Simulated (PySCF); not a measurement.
# Diatomic cations of Br with the third period

r²SCAN with double-zeta basis sets in PySCF, for the lowest determinant that a PBE0 search found; no spin–orbit coupling. De refers to high-spin ground-configuration atoms (the charge goes to the atom of lower measured ionisation energy or higher electron affinity, which is not always the lowest computed limit). A positive dipole points towards Br; it is taken about the centre of mass and depends on that origin.

```
 M                   basis  charged atom  state (unpaired electrons)  Re (Å)  ωe (cm⁻¹)  De (eV)   μ (D)
Na                def2-SVP           Na+               doublet (π ↑)   2.972        132     0.39   -9.59
Mg              x2c-SVPall           Mg+      singlet (closed shell)   2.283        432     2.77  -12.08
Al                 pcseg-1           Al+               doublet (σ ↑)   2.192        465     1.93   -7.24
Si                def2-SVP           Si+      singlet (closed shell)   2.126        525     4.79   -4.75
Cl  cc-pVDZ-PP/cc-pV(D+d)Z           Br+               doublet (π ↑)   2.072        493     3.24   -0.50
```

Question: By what factor does the harmonic wavenumber vary along the series?

Answer: At r²SCAN it runs from 132 cm⁻¹ (NaBr⁺) to 525 cm⁻¹ (SiBr⁺), a factor of 3.98.

The rows differ in basis set, which adds steps of its own.

The state changes along the series, so neighbouring rows are not always alike in their bonding.

Weak bonds: NaBr⁺. Basis-set superposition, not corrected here, can be much of De in a small basis, most of all at correlated wavefunction levels. Spin–orbit coupling is left out. For an ion De counts to the pair picked by the measured ionisation energies or electron affinities, which need not be the lowest pair at this level. States were picked by a PBE0 search and need not be the measured ground states.
